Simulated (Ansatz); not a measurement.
Basis-set extrapolation for Cl2H4OSi2, SMILES `O[Si]([SiH3])(Cl)Cl` (PBE0-D4/def2-TZVP geometry, frozen core, the Gaussian-basis code of Ansatz). Multiplicity 1, RHF reference.

```csv
,def2-TZVPP,def2-QZVPP
HF,-1574.303935,-1574.351147
MP2 correlation,-0.857790,-0.936911
CCSD(T) correlation,-0.954185,not run
```

Energies in hartree. Use E(X) = E(∞) + A·exp(−7.88·√X) for Hartree–Fock and E(X) = E(∞) + B·X^(−2.97) for correlation, with X = 3 and 4, and add CCSD(T) minus MP2 of the smaller set to the MP2 limit.

Q: What is the CCSD(T) energy at the basis-set limit?

A: HF limit: -1574.351147 + (-0.047212) × 0.13774 = -1574.35765. MP2 limit: -0.936911 + (-0.079121) × 0.74074 = -0.99552. Higher-order term: -0.954185 − (-0.857790) = -0.09639. Total: -1575.44956 hartree, 120.1 kcal/mol below CCSD(T)/def2-TZVPP.
